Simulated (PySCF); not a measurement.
Compound: (F)2Zr(OSiH2)2O (singlet state).
Bonds: Zr1–F2, Zr1–F3, Zr1–O4, Zr1–O8, O4–Si5, Si5–O6, O6–Si7, Si7–O8. Hydrogens: H9, H10 on Si5; H11, H12 on Si7.

A GFN1-xTB structure was refined with PySCF 2.14.0, PBE0-D3(BJ)/def2-SVP geometry optimisation, gas phase, def2 core potentials past Kr. Its GFN1-xTB values:

| coordinate | GFN1-xTB |
| --- | --- |
| Zr1–F2 | 1.818 Å |
| Zr1–F3 | 1.692 Å |
| Zr1–O4 | 1.976 Å |
| O4–Si5 | 1.649 Å |
| Si5–O6 | 1.640 Å |
| Si5–H9 | 1.493 Å |
| Zr1–O4–Si5 | 120.1° |
| F2–Zr1–F3 | 111.5° |
| F2–Zr1–O4 | 108.6° |
| O4–Zr1–O8 | 113.2° |
| O4–Si5–O6 | 110.0° |
| Si5–O6–Si7 | 145.1° |
| Zr1–O4–Si5–O6 | -2° |
| F2–Zr1–O8–Si7 | 120° |
| O4–Si5–O6–Si7 | 1° |
| O6–Si7–O8–Zr1 | -1° |

Question: How do these coordinates change at the PBE0-D3(BJ)/def2-SVP level?

Answer: 
```csv
coordinate,PBE0-D3(BJ)/def2-SVP (Å or °),change
Zr1–F3,1.911,+0.219
Zr1–F2,1.912,+0.094
Zr1–O4,1.939,-0.037
O4–Si5,1.671,+0.022
Si5–O6,1.661,+0.021
Si5–H9,1.485,-0.008
O4–Zr1–O8,96.8,-16.4
Zr1–O4–Si5,135.1,+15.0
Si5–O6–Si7,138.6,-6.5
F2–Zr1–O4,112.1,+3.5
O4–Si5–O6,107.2,-2.8
F2–Zr1–F3,112.5,+1.0
Zr1–O4–Si5–O6,0,+2
O6–Si7–O8–Zr1,-2,-1
F2–Zr1–O8–Si7,119,-1
O4–Si5–O6–Si7,0,-1
```

The energy falls by 34.3 kcal/mol over 14 energy and gradient evaluations, the largest force component goes from 0.1846 to 2.6e-04 Eh/bohr, and the atoms move by 0.168 Å rms after alignment. The bond that changes most is Zr1–F3 (ends: zirconium bonded to 2 F and 2 O; fluorine bonded to Zr), which lengthens by 0.219 Å. Bonds longer at the end by more than 0.005 Å: 8 of 12; shorter: 4. Rotational constants go from 1523, 865.1, 679.0 to 1556, 725.3, 618.2 MHz.

The run used 157 basis functions and 95 SCF cycles in all. On Intel Xeon 6975P-C, one thread, no GPU, shared host with 192 logical CPUs at a one-minute load of 68, this took 2.3 min of wall time and 0.65 GiB of memory at its peak.

PBE0-D3(BJ)/def2-SVP frequencies: not computed here.
